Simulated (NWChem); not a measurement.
**Atomisation of CH6AlF2N**

```
Al
F 1 1.6881
F 1 1.6881 2 113.49
C 1 1.9522 2 118.75 3 146.63
H 4 1.1039 1 110.85 2 -74.36
H 4 1.1043 5 106.57 1 -122.72
H 4 1.1045 5 106.50 6 -114.67
N 1 2.0535 2 95.89 3 -99.03
H 8 1.0222 1 116.46 2 -122.70
H 8 1.0238 9 108.29 1 -121.75
H 8 1.0238 9 108.29 10 -116.62
```
Charge 0, spin multiplicity 1.

Program: NWChem. All single points use one geometry, from B3LYP/def2-SVP, a minimum by its harmonic frequencies.

Basis set: def2-TZVP. The atomisation energy is electronic alone: no zero-point, thermal, spin-orbit or counterpoise terms. No value is extrapolated to the basis-set limit. Free atoms are single determinants with multiplicities Al 2, F 2, C 3, H 2, N 4.

B3LYP has NWChem's definition, with VWN1-RPA local correlation. The structure started from a generated list of species. No SCF solution was tested for a lower state.

Q: For the atomisation energy, B3LYP gives 983.3 kcal/mol and PBE0 gives 978.9 kcal/mol. What do LDA (SVWN5), PBE, BP86 give?

A: LDA (SVWN5): 1117.4 kcal/mol; PBE: 996.6 kcal/mol; BP86: 1008.1 kcal/mol.
